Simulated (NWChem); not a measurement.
Molecule: CH8N2Si; SMILES CN[SiH2]N

```xyz
12

C      0.0238    -2.2133     0.1560
N      0.4678    -0.8960    -0.2530
Si    -0.4477     0.5787    -0.1726
N      0.6876     1.8824     0.0155
H      0.8325    -2.7846     0.6654
H     -0.3532    -2.8499    -0.6806
H     -0.8085    -2.1158     0.8836
H      1.2846    -0.8985    -0.8696
H     -1.2393     1.0032    -1.3918
H     -1.4429     0.3037     0.9345
H      1.2718     1.9445     0.8525
H      0.4400     2.8108    -0.3331
```
Atoms are numbered in this order, from 1.

Level: PBE-D3(BJ)/def2-SVP (NWChem), optimised geometry, unscaled harmonic frequencies. 

### Question
List the harmonic frequencies with IR intensities, and the thermochemistry.

### Answer
```json
[
 {"frequency (cm⁻¹)": "85", "IR intensity (km/mol)": "3.1"},
 {"frequency (cm⁻¹)": "154", "IR intensity (km/mol)": "2.2"},
 {"frequency (cm⁻¹)": "197", "IR intensity (km/mol)": "1.5"},
 {"frequency (cm⁻¹)": "264", "IR intensity (km/mol)": "5.4"},
 {"frequency (cm⁻¹)": "355", "IR intensity (km/mol)": "117.1"},
 {"frequency (cm⁻¹)": "392", "IR intensity (km/mol)": "61.9"},
 {"frequency (cm⁻¹)": "474", "IR intensity (km/mol)": "112.5"},
 {"frequency (cm⁻¹)": "592", "IR intensity (km/mol)": "20.1"},
 {"frequency (cm⁻¹)": "684", "IR intensity (km/mol)": "14.5"},
 {"frequency (cm⁻¹)": "750", "IR intensity (km/mol)": "61.6"},
 {"frequency (cm⁻¹)": "810", "IR intensity (km/mol)": "5.0"},
 {"frequency (cm⁻¹)": "855", "IR intensity (km/mol)": "86.8"},
 {"frequency (cm⁻¹)": "933", "IR intensity (km/mol)": "280.9"},
 {"frequency (cm⁻¹)": "952", "IR intensity (km/mol)": "80.5"},
 {"frequency (cm⁻¹)": "1060", "IR intensity (km/mol)": "22.2"},
 {"frequency (cm⁻¹)": "1105", "IR intensity (km/mol)": "0.3"},
 {"frequency (cm⁻¹)": "1144", "IR intensity (km/mol)": "97.4"},
 {"frequency (cm⁻¹)": "1351", "IR intensity (km/mol)": "65.5"},
 {"frequency (cm⁻¹)": "1395", "IR intensity (km/mol)": "14.9"},
 {"frequency (cm⁻¹)": "1414", "IR intensity (km/mol)": "8.2"},
 {"frequency (cm⁻¹)": "1451", "IR intensity (km/mol)": "4.3"},
 {"frequency (cm⁻¹)": "1485", "IR intensity (km/mol)": "45.8"},
 {"frequency (cm⁻¹)": "2098", "IR intensity (km/mol)": "232.3"},
 {"frequency (cm⁻¹)": "2113", "IR intensity (km/mol)": "137.5"},
 {"frequency (cm⁻¹)": "2907", "IR intensity (km/mol)": "117.1"},
 {"frequency (cm⁻¹)": "2970", "IR intensity (km/mol)": "50.5"},
 {"frequency (cm⁻¹)": "3037", "IR intensity (km/mol)": "16.7"},
 {"frequency (cm⁻¹)": "3494", "IR intensity (km/mol)": "14.9"},
 {"frequency (cm⁻¹)": "3509", "IR intensity (km/mol)": "12.6"},
 {"frequency (cm⁻¹)": "3595", "IR intensity (km/mol)": "18.3"}
]
```

The zero-point energy is 59.5 kcal/mol. The thermal correction to the enthalpy at 298.15 K (with zero-point energy) is 64.4 kcal/mol, the heat capacity Cv comes out as 23.8 cal/(mol K) and the entropy at 298.15 K and 1 atm (symmetry number 1) is 79.2 cal/(mol K). The dipole moment comes out as 1.11 D.

Rigid rotor and harmonic oscillator; modes under 100 cm⁻¹ make the entropy uncertain.
